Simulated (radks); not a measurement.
Removal energies from the molybdenum ion Mo13+, [Ar] 3d10 4s1, by Delta-SCF beside the eigenvalue of the level emptied. Method: Dirac Kohn-Sham, PBE, spin-unpolarised, spherical densities, finite nucleus; Fermi nuclear charge, rms radius of each element as measured or else 0.836 A^(1/3) + 0.57 fm; computed with a radial shooting solver on a logarithmic mesh with Libxc functionals. Sub-shells are occupied by j as written (lower j first in brackets).

| removed from | final configuration | Delta-SCF (eV) | -eigenvalue (eV) |
|---|---|---|---|
| 4s1/2 | [Ar] 3d10 | 304.32 | 292.66 |
| 3d5/2 | [Ar] 3d(3/2: 4, 5/2: 5) 4s1 | 512.12 | 486.68 |
| 3d3/2 | [Ar] 3d(3/2: 3, 5/2: 6) 4s1 | 515.73 | 490.14 |
| 3p3/2 | [Ne] 3s2 3p(1/2: 2, 3/2: 3) 3d10 4s1 | 664.54 | 640.18 |
